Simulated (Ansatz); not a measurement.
The cluster Ta2O6H2. Total charge 0; singlet. Geometry PBE-D4/def2-SVP.

```xyz
10

Ta    1.008   -0.551    1.446
Ta   -0.608    0.322   -0.870
O    -0.591    2.090   -1.570
O     1.721   -1.745    2.805
O     1.096   -0.406   -0.620
O     2.270   -0.403    2.917
O    -1.797   -0.779   -1.863
O    -0.849    0.245    0.983
H    -0.138    2.925   -1.360
H    -2.112   -1.699   -1.869
```

In the def2 sets Ta takes a core potential; there is no spin–orbit coupling. B3LYP takes the VWN-RPA correlation. HSE06 is defined as in plane-wave codes, on full-range PBE exchange. The structure holds one bond between oxygen atoms, so isomers without such links may lie far lower. The restricted singlet is unstable towards broken spin symmetry in Hartree–Fock (as tested in another run); at PBE-D4/def2-TZVP, r2SCAN-D4/def2-TZVP, B3LYP-D4/def2-TZVP, PBE0-D4/def2-TZVP and others this wasn't settled. No other spin state of charge 0 was run. Another isomer (singlet) lies 1.67 eV lower at PBE0-D4/def2-TZVP; other spin states weren't run for this one.

Problem. Estimate the orbital energies around the gap (eV) in Ansatz with PBE-D4/def2-TZVP, r2SCAN-D4/def2-TZVP, B3LYP-D4/def2-TZVP, PBE0-D4/def2-TZVP, HSE06-D4/def2-TZVP.

Solution. 
| orbital | PBE-D4/def2-TZVP | r2SCAN-D4/def2-TZVP | B3LYP-D4/def2-TZVP | PBE0-D4/def2-TZVP | HSE06-D4/def2-TZVP |
| --- | --- | --- | --- | --- | --- |
| HOMO−5 | -8.95 | -9.46 | -10.52 | -10.83 | -10.41 |
| HOMO−4 | -8.63 | -9.09 | -10.03 | -10.33 | -9.92 |
| HOMO−3 | -8.56 | -9.03 | -9.98 | -10.28 | -9.87 |
| HOMO−2 | -7.27 | -7.41 | -8.35 | -8.57 | -8.18 |
| HOMO−1 | -5.97 | -6.09 | -6.96 | -7.14 | -6.75 |
| HOMO | -3.91 | -3.88 | -4.62 | -4.73 | -4.35 |
| LUMO | -3.73 | -3.61 | -3.13 | -2.89 | -3.27 |
| LUMO+1 | -3.24 | -3.16 | -2.66 | -2.42 | -2.80 |
| LUMO+2 | -2.37 | -2.28 | -1.86 | -1.63 | -2.00 |
| LUMO+3 | -2.05 | -1.98 | -1.42 | -1.16 | -1.55 |
| LUMO+4 | -1.61 | -1.34 | -1.28 | -0.98 | -1.33 |
| LUMO+5 | -1.51 | -1.23 | -0.96 | -0.71 | -1.09 |
